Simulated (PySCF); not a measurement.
## Spin-Hamiltonian simulation

Molecule: `FC(F)C(F)(F)C(F)(F)F`, C₃HF₇.

Molfile (atoms numbered from 1):
```
C3HF7
     RDKit          3D

 11 10  0  0  0  0  0  0  0  0999 V2000
   -0.2151    0.7767   -1.8527 F   0  0  0  0  0  0  0  0  0  0  0  0
    0.4597    1.0359   -0.7269 C   0  0  0  0  0  0  0  0  0  0  0  0
   -0.1525    2.0228   -0.0636 F   0  0  0  0  0  0  0  0  0  0  0  0
    0.5212   -0.2243    0.1452 C   0  0  0  0  0  0  0  0  0  0  0  0
    1.1841   -1.1656   -0.5431 F   0  0  0  0  0  0  0  0  0  0  0  0
    1.2166    0.0758    1.2517 F   0  0  0  0  0  0  0  0  0  0  0  0
   -0.8310   -0.8241    0.5832 C   0  0  0  0  0  0  0  0  0  0  0  0
   -1.5182    0.0543    1.2981 F   0  0  0  0  0  0  0  0  0  0  0  0
   -1.5455   -1.1763   -0.4749 F   0  0  0  0  0  0  0  0  0  0  0  0
   -0.6080   -1.8989    1.3255 F   0  0  0  0  0  0  0  0  0  0  0  0
    1.4941    1.3375   -0.9729 H   0  0  0  0  0  0  0  0  0  0  0  0
  1  2  1  0
  2  3  1  0
  2  4  1  0
  4  5  1  0
  4  6  1  0
  4  7  1  0
  7  8  1  0
  7  9  1  0
  7 10  1  0
  2 11  1  0
M  END
```

Computed data (PySCF): coordinates at the PBE0-D3(BJ)/def2-SVP level, J couplings at B3LYP/pcJ-1 (spin–dipole term only in couplings to heteroatoms), GIAO CAM-B3LYP/pcSseg-1 shieldings. In vacuum, rapidly exchanging positions averaged, relativity neglected, one conformer.

References, each an isolated molecule treated in the same way: 1H (σref 31.33) vs TMS.

Shifts (ppm): F1/F3 -138.0, F5/F6 -134.3, F8/F9/F10 -81.1, H11 5.85.
Couplings (Hz): F1–F3: 269.3; F1–F5, F1–F6, F3–F5, F3–F6: -7.3; F1–F8, F1–F9, F1–F10, F3–F8, F3–F9, F3–F10: 7.7; F1–H11, F3–H11: 59.0; F5–F6: 282.4; F5–F8, F5–F9, F5–F10, F6–F8, F6–F9, F6–F10: -6.4; F5–H11, F6–H11: 3.2; F8–F9, F8–F10, F9–F10: 61.3; F8–H11, F9–H11, F10–H11: 2.0.

The 8-spin Hamiltonian (Zeeman plus full scalar coupling among like nuclei) was diagonalised exactly; lines are Lorentzian, 0.7 Hz wide, and the maxima above 3 % are listed with the tallest set to 100.

Question: Give the 1H peak list of this spin system at 60 MHz.

Answer: 
```tsv
Hz	ppm	height
416.2	6.937	9
414.2	6.903	25
412.9	6.882	22
412.2	6.870	30
411.0	6.849	49
409.0	6.816	50
407.7	6.795	30
407.0	6.783	22
405.8	6.763	25
403.8	6.729	9
357.2	5.954	17
355.2	5.921	49
354.0	5.899	45
353.2	5.888	59
352.0	5.867	100
350.0	5.833	100
348.8	5.812	59
348.1	5.801	45
346.8	5.780	49
344.8	5.747	17
298.2	4.971	9
296.2	4.938	25
295.0	4.917	22
294.2	4.904	30
293.1	4.884	49
291.1	4.851	50
289.8	4.830	30
289.1	4.817	22
287.8	4.797	25
285.8	4.763	9
```

Question: And at 500 MHz?

Answer: 
Hz from δ = 0 (height): 2990.2 (9), 2988.2 (25), 2987.0 (22), 2986.2 (30), 2985.0 (50), 2984.2 (23), 2983.8 (23), 2983.0 (50), 2981.8 (30), 2981.1 (22), 2979.8 (25), 2977.8 (9), 2931.2 (18), 2929.2 (50), 2928.0 (44), 2927.2 (59), 2926.0 (100), 2925.2 (46), 2924.8 (46), 2924.0 (100), 2922.8 (59), 2922.1 (44), 2920.8 (50), 2918.8 (18), 2872.2 (9), 2870.2 (25), 2869.0 (22), 2868.2 (30), 2867.0 (50), 2866.2 (23), 2865.8 (23), 2865.0 (50), 2863.8 (30), 2863.1 (22), 2861.8 (25), 2859.8 (9)

Vicinal couplings across rotatable single bonds and in flexible rings belong to the one computed conformer; a conformer average would change them.
